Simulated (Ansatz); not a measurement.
Input and output for C2H8OSi (`CCO[SiH3]`).

```yaml
crystal:
  periodic: [false, false, false]
  atoms:
    - {symbol: C, position_ang: [0.157565, 1.724838, 0.747825]}
    - {symbol: C, position_ang: [-0.370590, 0.535824, 0.217282]}
    - {symbol: O, position_ang: [0.648208, -0.644635, 0.145003]}
    - {symbol: Si, position_ang: [0.314188, -2.051478, -0.641466]}
    - {symbol: H, position_ang: [0.983799, 2.142142, 0.372003]}
    - {symbol: H, position_ang: [-0.473819, 2.447974, 0.714601]}
    - {symbol: H, position_ang: [0.241010, 1.482186, 1.873783]}
    - {symbol: H, position_ang: [-0.764578, 0.774530, -0.972480]}
    - {symbol: H, position_ang: [-1.305476, 0.256409, 0.389792]}
    - {symbol: H, position_ang: [0.190855, -1.819741, -2.062108]}
    - {symbol: H, position_ang: [-0.825366, -2.529656, -0.045923]}
    - {symbol: H, position_ang: [1.370210, -2.747926, -0.326222]}
basis:
  gaussian: {orbitals: def2-TZVPD}
total_charge: -1
magnetization: {spin_polarized: true, initial_magnetization: 1}
hamiltonian: {xc: {name: wB97}}
output: {forces: true}
```

```sh
$ ansatz run in.yaml --threads 4 --pin off --events-out ev --progress --plain --max-ram 10444MiB
```

It prints (some lines left out):

```
Functional definition: wB97
1215 factors; their error is unknown
634 factors; integrals over basis functions are off by at most 1.4e-5 eV
mean field evaluation 1: about -12124.3413 eV, gradient 1.9e1 eV
mean field evaluation 2: about -12125.4016 eV, gradient 1.5e1 eV
mean field evaluation 4: about -12126.1686 eV, gradient 1.6e0 eV
mean field evaluation 8: about -12126.2674 eV, gradient 3.7e-1 eV
mean field evaluation 16: about -12126.4409 eV, gradient 9.9e-3 eV
a density is far from that of the atoms, so the factors are made again for it
1652 factors; integrals over basis functions are off by at most 9.3e-4 eV
651 factors; integrals over basis functions are off by at most 1.4e-5 eV
mean field -12126.44047570 eV, -445.6384678855 hartree, gradient 1.8e-5 eV, S^2 0.751041; 0 other end points of the search recorded, 0 dependent functions left out
reference -12126.44047704 eV, -445.6384679346 hartree; 22, 21 occupied and 207, 208 virtual orbitals, 1652 factors
Total energy: -12126.44047704 eV, -445.6384679346 hartree
Atom 0 at     0.157565     1.724838     0.747825 Å, force     1.527785    -3.897709     5.995366 eV/Å
Atom 1 at    -0.370590     0.535824     0.217282 Å, force     3.473968    -3.228661    -8.472731 eV/Å
Atom 2 at     0.648208    -0.644635     0.145003 Å, force    -2.178217     4.404305     1.113162 eV/Å
Atom 3 at     0.314188    -2.051478    -0.641466 Å, force    -1.675064     2.376251    -1.413395 eV/Å
Atom 4 at     0.983799     2.142142     0.372003 Å, force     3.801201     0.736004    -1.575368 eV/Å
Atom 5 at    -0.473819     2.447974     0.714601 Å, force    -4.838792     4.700106    -0.278412 eV/Å
Atom 6 at     0.241010     1.482186     1.873783 Å, force     0.641293     0.836028    -1.337516 eV/Å
Atom 7 at    -0.764578     0.774530    -0.972480 Å, force     1.843122    -0.529556     2.227639 eV/Å
Atom 8 at    -1.305476     0.256409     0.389792 Å, force    -3.911877    -1.769505     2.760134 eV/Å
Atom 9 at     0.190855    -1.819741    -2.062108 Å, force    -0.200684     0.127624    -0.702968 eV/Å
Atom 10 at    -0.825366    -2.529656    -0.045923 Å, force    -2.270456    -1.017130     0.778627 eV/Å
Atom 11 at     1.370210    -2.747926    -0.326222 Å, force     3.787720    -2.737756     0.905463 eV/Å
Dipole moment:    -0.142577     3.183779     1.211763 e Å
```

Run time 75 s (4 threads of an Arm Neoverse V1 on a shared host); peak host memory 1.1 GiB.
